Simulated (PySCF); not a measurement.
## GaB⁺ from Hartree–Fock to correlated methods

State: ²Σ⁺ (doublet), unpaired electrons σ ↑. Set-up: PySCF, no relativity, basis sets Ga def2-SVPD, B def2-SVPD. De refers to Ga⁺ + B in their high-spin ground configurations, without counterpoise correction. The functionals are run spin-unrestricted. A positive dipole points towards B; it is taken about the centre of mass and depends on that origin.

| Level | Re (Å) | ωe (cm⁻¹) | De (eV) | μ (D) | CPU s a point (SCF and correlation, without the integrals) |
| --- | --- | --- | --- | --- | --- |
| UHF | 2.879 | 188 | 0.54 | 2.05 | 0.18 |
| UHF-MP2 | 2.788 | 203 | 0.67 | n/a | 0.3 |
| UHF-SCS-MP2 | 2.821 | 194 | 0.62 | n/a | n/a |
| UHF-CCSD | 2.803 | 199 | 0.65 | n/a | n/a |
| UHF-CCSD(T) | 2.785 | 204 | 0.68 | n/a | 8.6 |
| PBE | 2.783 | 207 | 0.99 | 2.46 | 0.7 |
| r²SCAN | 2.743 | 219 | 0.96 | 2.59 | 1 |
| M06-L | 2.781 | 206 | 0.93 | 2.37 | 1 |
| TPSSh | 2.763 | 220 | 0.91 | 2.39 | 1.1 |
| PBE0 | 2.754 | 219 | 0.91 | 2.39 | 1.1 |
| BHandHLYP | 2.788 | 211 | 0.76 | 2.19 | 0.59 |
| ωB97X | 2.767 | 222 | 0.85 | 2.28 | 0.82 |

(1) Which functional lies closest to UHF-CCSD(T) in De, which farthest, and by how much do they differ from it?

(2) What does second-order correlation do here, going from UHF to UHF-MP2?

(3) What does the triples do here, going from UHF-CCSD to UHF-CCSD(T)?

Correlated steps freeze 10 core orbitals. Correlated levels converge slowly with the basis: in double zeta they bind strong bonds too weakly, by up to about 1 eV, and carry superposition errors of some tenths. Spin–orbit coupling is left out. For an ion De counts to the pair picked by the measured ionisation energies or electron affinities, which need not be the lowest pair at this level. The state was picked by a PBE0 search and need not be the measured ground state.

The whole job (state search and all levels along the bond) took about 3 min on 1 thread of Arm Neoverse V2 (shared host), peak memory 0.82 GiB.

## Answers

(1) Closest is BHandHLYP (+0.3 pm in Re, +3.4 % in ωe, +0.08 eV in De against UHF-CCSD(T) in the same basis), farthest PBE (-0.2 pm in Re, +1.5 % in ωe, +0.31 eV in De). CCSD(T) converges more slowly with the basis than the functionals do and binds too weakly in this one, so the order can change at the basis-set limit.

(2) UHF-MP2 less UHF: -9.1 pm in Re, +8.0 % in ωe, +0.13 eV in De. Correlation nearly always deepens the well. The bond shortens, as in weak, metallic or heavy-atom bonds, where dispersion and the correlation of outer-core electrons pull the atoms together.

(3) UHF-CCSD(T) less UHF-CCSD: -1.8 pm in Re, +2.5 % in ωe, +0.03 eV in De. Correlation nearly always deepens the well. The bond shortens, as in weak, metallic or heavy-atom bonds, where dispersion and the correlation of outer-core electrons pull the atoms together.
